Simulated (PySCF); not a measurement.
**RuH₃⁺: from structure and modes to constants**

All numbers come from UPBE0/[Ru def2-TZVP with ECP28, H def2-TZVP], scalar-relativistic core potentials, density fitting, no spin–orbit coupling, PySCF.

The triplet minimum has Cs symmetry. Masses (u): Ru 101.90435, H 1.00782.

```xyz
4
charge 1 multiplicity 3, angstrom
Ru    0.0080    0.0080   -0.0354
H     0.9647   -0.5237    1.0665
H    -1.2601    0.0110    1.0226
H    -0.5151   -0.2928    1.4853
```

Harmonic wavenumbers (cm⁻¹): 349.0 (a'', ×1), 707.9 (a', ×1), 1110.5 (a', ×1), 1972.8 (a', ×1), 2178.8 (a', ×1), 2472.3 (a', ×1).

(1) What is the harmonic zero-point energy?

(2) Find the vibrational entropy and heat capacity at 298.15 K.

(3) Give the standard entropy (298.15 K, 1 bar) by its translational, rotational, vibrational and spin parts, and Cp.

Answers

(1) Half the sum of all 6 wavenumbers, 8791/2 = 4396 cm⁻¹, which is 52.6 kJ/mol (1 cm⁻¹ = 0.0119627 kJ/mol).

(2) With u = 1.43878 ω/T, each mode gives S = R[u/(eᵘ−1) − ln(1−e⁻ᵘ)] and C = R u² eᵘ/(eᵘ−1)².
| ω (cm⁻¹) | u | S (J/(mol K)) | C (J/(mol K)) |
| --- | --- | --- | --- |
| 349.0 | 1.684 | 4.90 | 6.60 |
| 707.9 | 3.416 | 1.24 | 3.41 |
| 1110.5 | 5.359 | 0.25 | 1.13 |
| 1972.8 | 9.520 | 0.01 | 0.06 |
| 2178.8 | 10.514 | 0.00 | 0.02 |
| 2472.3 | 11.931 | 0.00 | 0.01 |
The sums over all modes are S = 6.4 and C = 11.2 J/(mol K); the softest mode gives 77 % of the entropy.

(3) Sackur–Tetrode with M = 104.93 u gives 166.9; rotation with symmetry number 1 gives 67.8; vibration 6.4; spin R ln 3 = 9.1. The total is 250.2 J/(mol K), and Cp = 4 R + 11.2 = 44.5 J/(mol K).

Other isomers or separated fragments may lie lower. With open d or f shells other occupations or spin states may lie lower.
